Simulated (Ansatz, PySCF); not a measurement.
This triplet is an excited state, 2.01 eV above the relaxed singlet at the level B3LYP-D3(BJ)/def2-TZVP (PySCF).

All values below come from Ansatz (a quantum-chemistry and plane-wave program) with B3LYP-D3(BJ)/def2-TZVP. No frequencies were computed at this level.

Ansatz 0.2 input:
```yaml
crystal:
  periodic: [false, false, false]
  atoms:
    - { symbol: C, position_ang: [-1.128113, -0.608914, -0.17533] }
    - { symbol: C, position_ang: [-0.778685, 0.613618, 0.262627] }
    - { symbol: Ge, position_ang: [1.074513, 1.294254, 0.313383] }
    - { symbol: O, position_ang: [2.114576, 0.030448, -0.423705] }
    - { symbol: H, position_ang: [-2.167461, -0.900205, -0.186868] }
    - { symbol: H, position_ang: [-0.413174, -1.321663, -0.54166] }
    - { symbol: H, position_ang: [-1.469028, 1.354556, 0.628499] }
    - { symbol: H, position_ang: [2.767372, -0.462093, 0.067163] }
basis:
  gaussian: { orbitals: def2-tzvp }
hamiltonian:
  xc: b3lyp
  dispersion: d3bj
relax:
  max_steps: 150
magnetization:
  spin_polarized: true
  initial_magnetization: 2
```

Output:

```
Functional definition: B3LYP
1076 factors; their error is unknown
mean field evaluation 1: about -60682.8871 eV, gradient 6.7e1 eV
mean field evaluation 2: about -60558.6273 eV, gradient 1.4e2 eV
mean field evaluation 4: about -60700.5540 eV, gradient 3.0e1 eV
mean field evaluation 8: about -60704.8292 eV, gradient 3.6e-1 eV
mean field evaluation 16: about -60705.0432 eV, gradient 1.0e-3 eV
mean field -60705.04319408 eV, -2230.8691900265 hartree, gradient 5.4e-5 eV, S^2 2.009240; 0 other end points of the search recorded, 0 dependent functions left out
reference -60705.04342762 eV, -2230.8691986087 hartree; 29, 27 occupied and 136, 138 virtual orbitals, 1076 factors
relax step   1: F+E_penalty+E_count = -60705.33150400 eV  Δ(F+E_penalty+E_count) = +0.000e0 eV  max|allowed force component| = 7.234e-1 eV/Å  Δτ_max = 0.0000 Å  (38 SCF iters, accepted)
these checks for a lower state are left out or cut short: starts, cluster_reference, orbital_swaps, neighbouring_geometries, increment
1076 factors; their error is unknown
mean field -60705.08625976 eV, -2230.8707726609 hartree, gradient 4.8e-5 eV, S^2 2.009118; 0 other end points of the search recorded, 0 dependent functions left out
reference -60705.08649471 eV, -2230.8707812951 hartree; 29, 27 occupied and 136, 138 virtual orbitals, 1076 factors
relax step   2: F+E_penalty+E_count = -60705.37256535 eV  Δ(F+E_penalty+E_count) = -4.106e-2 eV  max|allowed force component| = 3.612e-1 eV/Å  Δτ_max = 0.0973 Å  (39 SCF iters, accepted)
these checks for a lower state are left out or cut short: starts, cluster_reference, orbital_swaps, neighbouring_geometries, increment
1076 factors; their error is unknown
mean field evaluation 32: about -60705.0975 eV, gradient 2.7e-1 eV
mean field -60705.09772717 eV, -2230.8711940804 hartree, gradient 1.9e-5 eV, S^2 2.009293; 0 other end points of the search recorded, 0 dependent functions left out
reference -60705.09796199 eV, -2230.8712027097 hartree; 29, 27 occupied and 136, 138 virtual orbitals, 1076 factors
relax step   3: F+E_penalty+E_count = -60705.38465688 eV  Δ(F+E_penalty+E_count) = -1.209e-2 eV  max|allowed force component| = 2.065e-1 eV/Å  Δτ_max = 0.0388 Å  (39 SCF iters, accepted)
these checks for a lower state are left out or cut short: starts, cluster_reference, orbital_swaps, neighbouring_geometries, increment
1076 factors; their error is unknown
mean field -60705.10628829 eV, -2230.8715086957 hartree, gradient 2.2e-5 eV, S^2 2.009566; 0 other end points of the search recorded, 0 dependent functions left out
reference -60705.10652260 eV, -2230.8715173065 hartree; 29, 27 occupied and 136, 138 virtual orbitals, 1076 factors
relax step   4: F+E_penalty+E_count = -60705.39421619 eV  Δ(F+E_penalty+E_count) = -9.559e-3 eV  max|allowed force component| = 2.539e-1 eV/Å  Δτ_max = 0.0509 Å  (40 SCF iters, accepted)
these checks for a lower state are left out or cut short: starts, cluster_reference, orbital_swaps, neighbouring_geometries, increment
1076 factors; their error is unknown
mean field -60705.10891689 eV, -2230.8716052951 hartree, gradient 1.7e-5 eV, S^2 2.009640; 0 other end points of the search recorded, 0 dependent functions left out
reference -60705.10915099 eV, -2230.8716138979 hartree; 29, 27 occupied and 136, 138 virtual orbitals, 1076 factors
relax step   5: F+E_penalty+E_count = -60705.39679127 eV  Δ(F+E_penalty+E_count) = -2.575e-3 eV  max|allowed force component| = 1.539e-1 eV/Å  Δτ_max = 0.0125 Å  (39 SCF iters, accepted)
these checks for a lower state are left out or cut short: starts, cluster_reference, orbital_swaps, neighbouring_geometries, increment
1076 factors; their error is unknown
mean field -60705.10915142 eV, -2230.8716139137 hartree, gradient 1.3e-5 eV, S^2 2.009633; 0 other end points of the search recorded, 0 dependent functions left out
reference -60705.10938536 eV, -2230.8716225111 hartree; 29, 27 occupied and 136, 138 virtual orbitals, 1076 factors
relax step   6: F+E_penalty+E_count = -60705.39716406 eV  Δ(F+E_penalty+E_count) = -3.728e-4 eV  max|allowed force component| = 6.833e-2 eV/Å  Δτ_max = 0.0280 Å  (39 SCF iters, accepted)
these checks for a lower state are left out or cut short: starts, cluster_reference, orbital_swaps, neighbouring_geometries, increment
1076 factors; their error is unknown
mean field evaluation 64: about -60705.1100 eV, gradient 1.8e-5 eV
mean field -60705.10997125 eV, -2230.8716440420 hartree, gradient 1.8e-5 eV, S^2 2.009668; 0 other end points of the search recorded, 0 dependent functions left out
reference -60705.11020514 eV, -2230.8716526374 hartree; 29, 27 occupied and 136, 138 virtual orbitals, 1076 factors
relax step   7: F+E_penalty+E_count = -60705.39772690 eV  Δ(F+E_penalty+E_count) = -5.628e-4 eV  max|allowed force component| = 2.026e-2 eV/Å  Δτ_max = 0.0145 Å  (39 SCF iters, accepted)
these checks for a lower state are left out or cut short: starts, cluster_reference, orbital_swaps, neighbouring_geometries, increment
1076 factors; their error is unknown
mean field -60705.11009348 eV, -2230.8716485339 hartree, gradient 1.6e-5 eV, S^2 2.009672; 0 other end points of the search recorded, 0 dependent functions left out
reference -60705.11032741 eV, -2230.8716571306 hartree; 29, 27 occupied and 136, 138 virtual orbitals, 1076 factors
relax step   8: F+E_penalty+E_count = -60705.39777957 eV  Δ(F+E_penalty+E_count) = -5.268e-5 eV  max|allowed force component| = 5.694e-3 eV/Å  Δτ_max = 0.0064 Å  (39 SCF iters, accepted)
1076 factors; their error is unknown
mean field evaluation 96: about -60705.1101 eV, gradient 1.8e-5 eV
mean field -60705.11009348 eV, -2230.8716485339 hartree, gradient 5.2e-5 eV, S^2 2.009672; 1 other end points of the search recorded, 0 dependent functions left out
reference -60705.11032741 eV, -2230.8716571306 hartree; 29, 27 occupied and 136, 138 virtual orbitals, 1076 factors
Total energy: -60705.39801350 eV, -2230.8822293995 hartree
Atom 0 at    -1.146878    -0.593112    -0.180551 Å, force     0.001839     0.002663     0.000632 eV/Å
Atom 1 at    -0.775111     0.610520     0.270985 Å, force    -0.004326    -0.005694    -0.004649 eV/Å
Atom 2 at     1.068241     1.226727     0.242830 Å, force    -0.003230     0.005253     0.002707 eV/Å
Atom 3 at     2.206513     0.026488    -0.487256 Å, force     0.004874    -0.005325     0.003055 eV/Å
Atom 4 at    -2.190949    -0.887813    -0.156771 Å, force    -0.000295     0.001478     0.001687 eV/Å
Atom 5 at    -0.443249    -1.307815    -0.586507 Å, force     0.001195    -0.000798    -0.000641 eV/Å
Atom 6 at    -1.478606     1.331857     0.668586 Å, force     0.001631     0.001186     0.001395 eV/Å
Atom 7 at     2.760038    -0.406851     0.172794 Å, force    -0.001688     0.001236    -0.004186 eV/Å
Dipole moment:    -0.054671    -0.035398     0.285872 e Å
```

Cost: roughly 70 core-seconds.
